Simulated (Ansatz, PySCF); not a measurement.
Ways to break one bond of CC (C2H6):

A. CC (C2H6) [ethane] -> [CH2]C + H atom
B. CC (C2H6) [ethane] -> 2 [CH3] (CH3)

Quantity: bond dissociation energy (enthalpy at 298 K, with B3LYP-D3(BJ) rigid-rotor harmonic-oscillator terms from PySCF), kJ/mol. Structures are relaxed separately at B3LYP-D3(BJ)/def2-TZVP in Ansatz (a program for electronic structure). Valence correlation only, unless marked. Open shells are spin-unrestricted. Spin-orbit coupling is left out. Non-relativistic. CBS(X,Y): correlation extrapolated as X^-3; Hartree-Fock from the larger set. The bracket is a focal-point correction in the basis named.

```json
[
 {"": "A", "TPSSh/def2-TZVPD (PySCF)": "412.2", "B2PLYP-D4/def2-TZVPD (Ansatz + dftd4)": "412.5", "CCSD/def2-TZVPP (Ansatz)": "414.9", "RI-MP2/CBS(def2-TZVPPD,def2-QZVPPD)+[CCSD(T)-MP2]/def2-TZVPPD (Ansatz)": "___"},
 {"": "B", "TPSSh/def2-TZVPD (PySCF)": "349.0", "B2PLYP-D4/def2-TZVPD (Ansatz + dftd4)": "366.0", "CCSD/def2-TZVPP (Ansatz)": "358.7", "RI-MP2/CBS(def2-TZVPPD,def2-QZVPPD)+[CCSD(T)-MP2]/def2-TZVPPD (Ansatz)": "___"}
]
```

What belongs in the gaps?


- A, RI-MP2/CBS(def2-TZVPPD,def2-QZVPPD)+[CCSD(T)-MP2]/def2-TZVPPD (Ansatz): 424.8
- B, RI-MP2/CBS(def2-TZVPPD,def2-QZVPPD)+[CCSD(T)-MP2]/def2-TZVPPD (Ansatz): 377.1
